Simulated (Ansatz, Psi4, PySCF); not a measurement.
AuCl, charge -1, doublet, at the geometry of the source list (the multiplicity is a formal guess) (core potentials on Au) (in this run its highest filled SCF level lies above zero, so its values depend strongly on the basis, on diffuse functions most of all). Base run: REVPBE/def2-SVP in PySCF.

Input for PySCF:
```python
from pyscf import gto, scf, dft

mol = gto.Mole()
mol.atom = '''
    Au   -0.684900   -0.604800   -0.643200
    Cl    0.684900    0.604800    0.643200
'''
mol.basis = 'def2-svp'
mol.ecp = {'Au': 'def2-svp'}
mol.charge = -1
mol.spin = 1
mol.verbose = 4
mol.build()

mf = dft.UKS(mol)
mf.xc = 'revpbe'
mf.kernel()
```

The same geometry, method and basis name were run in Ansatz (an electronic-structure program) and Psi4 and PySCF, at each program's defaults and at the settings that a row names. The base is PySCF at its defaults. Differences at the defaults can come from grids, fitting, cores and function types together.

| code and settings | ΔE vs base (µEh) | basis functions | E (Eh) | SCF cycles |
|---|---|---|---|---|
| PySCF, defaults (exact integrals, its default grid, spherical functions) | 0.0 | 50 | -595.85407 | 12 |
| Psi4, defaults (density fitting with its default set, its default grid, spherical functions) | -15.5 | 50 | -595.85408 | 10 |
| Ansatz, defaults (factorised integrals, its default grid, spherical functions) | -0.8 | 50 | -595.85407 | - |
| PySCF, density fitting with def2-universal-jkfit | -19.7 | 50 | -595.85409 | 12 |
| PySCF, fine grid | 1.1 | 50 | -595.85406 | 12 |
| Psi4, exact integrals, spherical functions, fine grid | 1.0 | 50 | -595.85406 | 12 |
| Ansatz, high accuracy | 0.8 | 50 | -595.85406 | - |

Open shells are given as the SCF converged; they aren't shown to be the lowest states, and a large step between rows can be another state.
